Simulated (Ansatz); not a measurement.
Input file for `C=CBI`:

```yaml
crystal:
  periodic: [false, false, false]
  atoms:
    - {symbol: C, position_ang: [0.833982, 1.025900, 0.234223]}
    - {symbol: C, position_ang: [-0.276385, 0.401761, -0.177967]}
    - {symbol: B, position_ang: [-0.379662, -1.115889, -0.052596]}
    - {symbol: I, position_ang: [-2.117978, -2.150255, -0.690288]}
    - {symbol: H, position_ang: [1.663842, 0.467484, 0.657163]}
    - {symbol: H, position_ang: [0.958828, 2.103133, 0.167696]}
    - {symbol: H, position_ang: [-1.085645, 0.995547, -0.595835]}
    - {symbol: H, position_ang: [0.495218, -1.784882, 0.401706]}
basis:
  gaussian: {orbitals: def2-TZVPP}
correlation: {method: ccsd_t}
output: {orbitals: {seedname: orbitals}}
```

```sh
$ ansatz run in.yaml --threads 2 --pin off --events-out ev --progress --plain --max-ram 4352MiB
```

The program prints (abridged):

```
Functional definition: HF
1360 factors; integrals over basis functions are off by at most 1.0e-3 eV
mean field evaluation 1: about -10867.3152 eV, gradient 2.7e1 eV
mean field evaluation 2: about -10867.4402 eV, gradient 2.7e1 eV
mean field evaluation 4: about -10869.6189 eV, gradient 3.0e0 eV
mean field evaluation 8: about -10869.6549 eV, gradient 2.4e-1 eV
mean field -10869.65534051 eV, -399.4524660466 hartree, gradient 1.5e-6 eV, S^2 0.000000; 0 other end points of the search recorded, 0 dependent functions left out
7 core orbitals not correlated: weight in the atoms' cores, before any rotation towards them, 1.000 or more for the frozen orbitals, at most 0.000 for the correlated occupied ones
reference -10869.65534051 eV, -399.4524660466 hartree; 16, 16 occupied and 176, 176 virtual orbitals, 1360 factors
second order -24.94174539 eV of doubles, -0.00000000 eV of singles
cycle   1  -24.16923651 eV  change    7.7e-1 eV  update   1.0e-1
cycle   2  -24.79709635 eV  change   -6.3e-1 eV  update   3.0e-2
cycle   3  -24.89285129 eV  change   -9.6e-2 eV  update   1.7e-2
cycle   4  -24.86850468 eV  change    2.4e-2 eV  update   5.2e-3
cycle   5  -24.86942943 eV  change   -9.2e-4 eV  update   3.4e-3
cycle   6  -24.87214206 eV  change   -2.7e-3 eV  update   1.1e-3
cycle   7  -24.87152695 eV  change    6.2e-4 eV  update   5.5e-4
cycle   8  -24.87125605 eV  change    2.7e-4 eV  update   1.4e-4
cycle   9  -24.87136217 eV  change   -1.1e-4 eV  update   4.5e-5
cycle  10  -24.87135496 eV  change    7.2e-6 eV  update   1.2e-5
perturbative correction -0.85669878 eV, -0.0314830994 hartree
Total energy: -10895.38339424 eV, -400.3979545823 hartree
```

Hardware: 2 threads of an Intel Xeon Platinum 8223CL on a shared host. Wall time 80 s, peak host memory 2.8 GiB.

Correlation energy per correlated electron: -0.804 eV. T1 diagnostic: 0.0118.
